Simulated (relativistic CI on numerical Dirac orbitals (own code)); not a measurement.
A reference radial Dirac CI calculation of Fe+ gave the lowest total energy -1270.51716 Ha in 12 SCF steps, from this input:

```
atom Fe  Z=26  charge=1  electrons=25
nucleus A=56  rms_radius_fm=3.7377
hamiltonian dirac-coulomb  breit=on  qed=on  c_scale=1
orbitals kli  potential=per-configuration
slater_scale 1
correlation none
mixing on
grid step=0.0125 r_max=74.5
scf mixing=0.4 start=green max_iterations=150 tolerance=2e-08 node_fill=0.05
configurations
  [Ar] 3d6 4s
end
```

One setting was then changed (and the iteration limit cut to 86), and the output read:

```
SCF 1: [Ar] 3d6 4s
 iter      energy (Ha)   residual   last orbital (Ha)
      4s not found; potential halved back
error: SCF of 1s2 2s2 2p6 3s2 3p6 3d6 4s stopped: an orbital could not be found
end: not converged
```

Q: Which setting was changed?
A. SCF mixing
B. configuration list
C. end of the grid
D. start potential

A: C. The end of the grid at 2.23 bohr. This setting is bad on purpose; its numbers may not be properties of the ion.
